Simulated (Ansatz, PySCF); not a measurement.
This Ansatz (a quantum-chemistry and plane-wave program) input computes a BLYP/def2-TZVPD energy:

Ansatz 0.2 input:
```yaml
crystal:
  periodic: [false, false, false]
  atoms:
    - {symbol: C, position_ang: [-2.22440187, -0.23985458, -0.08191542]}
    - {symbol: C, position_ang: [-0.86095405, -0.20643131, 0.09304110]}
    - {symbol: C, position_ang: [-0.07375060, -0.93278432, 1.01289924]}
    - {symbol: C, position_ang: [1.29330875, -0.65604130, 0.92121193]}
    - {symbol: C, position_ang: [1.59763833, 0.27157093, -0.05021260]}
    - {symbol: S, position_ang: [0.19122796, 0.82495043, -0.87624306]}
    - {symbol: H, position_ang: [-2.83177663, -0.88724844, 0.53473944]}
    - {symbol: H, position_ang: [-2.72154007, 0.36618724, -0.82462286]}
    - {symbol: H, position_ang: [-0.51201951, -1.63081642, 1.71141496]}
    - {symbol: H, position_ang: [2.04494407, -1.11806706, 1.54527437]}
    - {symbol: H, position_ang: [2.56970138, 0.65198135, -0.31706246]}
basis:
  gaussian:
    orbitals: def2-TZVPD
hamiltonian:
  xc: {name: BLYP}
magnetization: {spin_polarized: true, initial_magnetization: 1}
output: {forces: true}
```

Q: Write an input for the same energy in PySCF and say what it gives.

A: 
```python
from pyscf import gto, scf, dft

mol = gto.M(
    atom='''
    C    -2.22440187   -0.23985458   -0.08191542
    C    -0.86095405   -0.20643131    0.09304110
    C    -0.07375060   -0.93278432    1.01289924
    C     1.29330875   -0.65604130    0.92121193
    C     1.59763833    0.27157093   -0.05021260
    S     0.19122796    0.82495043   -0.87624306
    H    -2.83177663   -0.88724844    0.53473944
    H    -2.72154007    0.36618724   -0.82462286
    H    -0.51201951   -1.63081642    1.71141496
    H     2.04494407   -1.11806706    1.54527437
    H     2.56970138    0.65198135   -0.31706246
    ''',
    basis='def2-tzvpd',
    charge=0,
    spin=1,
    verbose=4,
)

mf = dft.UKS(mol, xc='blyp').density_fit(auxbasis='def2-universal-jkfit')
mf.grids.level = 3
mf.conv_tol = 1e-9
mf.max_cycle = 100
mf.max_memory = 1500
mf.kernel()
if not mf.converged:
    mf = mf.newton()
    mf.kernel(mf.make_rdm1())
for _ in range(2):
    mo, _, stable, _ = mf.stability(return_status=True)
    if stable:
        break
    mf.kernel(mf.make_rdm1(mo, mf.mo_occ))
mf.analyze()
```
It gives -591.67961 Eh, and Ansatz -591.67949 Eh, a difference of 0.12 mEh, from the treatment of integrals and grids.

It need not be the lowest isomer of its formula.
